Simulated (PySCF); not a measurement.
**Barium: a sound run and one with changed settings**

Sound run: Ba²⁺ [Xe], Ba³⁺ [Kr] 4d10 5s2 5p5. Calculation: PySCF 2.14, in cc-pVDZ-X2C; scalar relativity by spin-free X2C-1e. In the sound run the correlated levels freeze [Kr] 4d10 5s2. The sound run starts from symmetry-adapted Hartree-Fock orbitals and uses a fine grid where one is needed.

A second run was set up differently.

| species | method | sound run (hartree) | changed run (hartree) | converged |
| --- | --- | --- | --- | --- |
| Ba²⁺ | MP2 | -8131.16697 | -8131.17175 | yes |
| Ba³⁺ | MP2 | -8129.83621 | -8129.84698 | yes |

Ionisation energy of Ba²⁺:

```
 method  sound run (eV)  changed run (eV)
    UHF          35.826            35.826
    MP2          36.212            36.049
SCS-MP2          36.186            36.007
```

Task: What was changed?
A. minimal basis
B. basis contracted for another Hamiltonian
C. level shift left on
D. all electrons correlated in a valence basis

Result: D. A valence basis has no tight correlating functions, so it recovers only part of the core correlation, and not evenly between atom and ion.
